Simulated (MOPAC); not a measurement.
A run for MOPAC: PM6 on CdFH (SMILES [F][CdH]), a point of a bond scan (R = 2.207 Å).

```
PM6 1SCF PRECISE CHARGE=0 THREADS=1
CdFH

Cd    -0.00000000 1    -0.00000000 1    -0.27480080 1
H      0.00000000 1     0.00000000 1    -2.48218403 1
F      0.00000000 1     0.00000000 1     1.67781534 1
```

It printed:

```
*******************************************************************************
 **                                                                           **
 **                              MOPAC v23.2.5                                **
 **                                                                           **
 *******************************************************************************
 ** MOPAC's Digital Object Identifier: https://doi.org/10.5281/zenodo.6511958 **
 **                                                                           **
 ** Please cite the open-source release paper for use of this MOPAC version:  **
 ** J. E. Moussa and J. J. P. Stewart (2026)                                  **
 ** MOPAC: An open-source semiempirical molecular orbital program             **
 ** J. Open Source Softw., 11(119), 8025, https://doi.org/10.21105/joss.08025 **
 *******************************************************************************

                              PM6 CALCULATION RESULTS

 *******************************************************************************
 *  PM6        - The PM6 Hamiltonian to be used
 *
 *
 *
 *                 CHARGE ON SYSTEM = 0
 *
 *
 *
 *  PRECISE    - TIGHTER CRITERIA TO BE USED
 *  1SCF       - DO 1 SCF AND THEN STOP
 *  THREADS=1  - MULTI-THREADING NOT USED
 *  T=         - A TIME OF 172800.0 SECONDS REQUESTED
 *  DUMP=N     - RESTART FILE WRITTEN EVERY 7200.0 SECONDS REQUESTED
 *******************************************************************************
PM6 1SCF PRECISE CHARGE=0 THREADS=1
 CdFH

   ATOM   CHEMICAL          X               Y               Z
  NUMBER   SYMBOL      (ANGSTROMS)     (ANGSTROMS)     (ANGSTROMS)

     1      Cd         -0.00000000  *  -0.00000000  *  -0.27480080  *
     2       H          0.00000000  *   0.00000000  *  -2.48218403  *
     3       F          0.00000000  *   0.00000000  *   1.67781534  *



          CARTESIAN COORDINATES

    NO.       ATOM           X           Y           Z

     1        Cd         -0.0000     -0.0000     -0.2748
     2         H          0.0000      0.0000     -2.4822
     3         F          0.0000      0.0000      1.6778

 General Reference for PM6:
 "Optimization of Parameters for Semiempirical Methods V: Modification of NDDO Approximations
 and Application to 70 Elements", J. J. P. Stewart, J. Mol. Mod., 13, 1173-1213 (2007)
 URL: https://link.springer.com/article/10.1007/s00894-007-0233-4

           Empirical Formula: H Cd F  =     3 atoms



      MOLECULAR POINT GROUP   :   C*v


      RHF CALCULATION, NO. OF DOUBLY OCCUPIED LEVELS = 5


 -------------------------------------------------------------------------------
 PM6 1SCF PRECISE CHARGE=0 THREADS=1
 CdFH



     1SCF WAS SPECIFIED, SO BFGS WAS NOT USED
     SCF FIELD WAS ACHIEVED


                              PM6 CALCULATION
                                                       MOPAC v23.2.5 Linux




          FINAL HEAT OF FORMATION =        -35.92358 KCAL/MOL =    -150.30427 KJ/MOL


          COSMO AREA              =         72.65 SQUARE ANGSTROMS
          COSMO VOLUME            =         49.80 CUBIC ANGSTROMS

          IONIZATION POTENTIAL    =         11.035154 EV
          HOMO LUMO ENERGIES (EV) =        -11.035  0.723
          NO. OF FILLED LEVELS    =          5
          MOLECULAR WEIGHT        =        132.4163         POINT GROUP:  C*v

          MOLECULAR DIMENSIONS (Angstroms)

            Atom       Atom       Distance
            F     3    H     2     4.16000
            F     3    H     2     0.00000
           Cd     1    H     2     0.00000


          SCF CALCULATIONS        =          1





   ATOM   CHEMICAL          X               Y               Z
  NUMBER   SYMBOL      (ANGSTROMS)     (ANGSTROMS)     (ANGSTROMS)

     1      Cd         -0.00000000  *  -0.00000000  *  -0.27480080  *
     2       H          0.00000000  *   0.00000000  *  -2.48218403  *
     3       F          0.00000000  *   0.00000000  *   1.67781534  *

                             CARTESIAN COORDINATES

   1   Cd       -0.000000000    -0.000000000    -0.274800800
   2    H        0.000000000     0.000000000    -2.482184030
   3    F        0.000000000     0.000000000     1.677815340


           Empirical Formula: H Cd F  =     3 atoms



      MOLECULAR POINT GROUP   :   C*v


                  EIGENVALUES
 -34.18655 -11.74592 -11.50538 -11.50538 -11.03515   0.72329   2.23428   2.23428
   5.34293


              NET ATOMIC CHARGES AND DIPOLE CONTRIBUTIONS

  ATOM NO.   TYPE          CHARGE      No. of ELECS.   s-Pop       p-Pop
    1         Cd           0.642815        1.3572     1.03725     0.31993
    2          H           0.074043        0.9260     0.92596
    3          F          -0.716857        7.7169     1.95703     5.75983
 DIPOLE           X         Y         Z       TOTAL
 POINT-CHG.     0.000     0.000    -7.508     7.508
 HYBRID         0.000     0.000     1.640     1.640
 SUM            0.000     0.000    -5.868     5.868


          ATOMIC ORBITAL ELECTRON POPULATIONS

     Atom    s        px        py        pz
    1 Cd   1.03725   0.02275   0.02275   0.27443
    2  H   0.92596
    3  F   1.95703   1.97725   1.97725   1.80532

 **********************
 *                    *
 * JOB ENDED NORMALLY *
 *                    *
 **********************




 == MOPAC DONE ==
```

The run finished.

Cost: about 0.04 core-seconds (a rough figure).
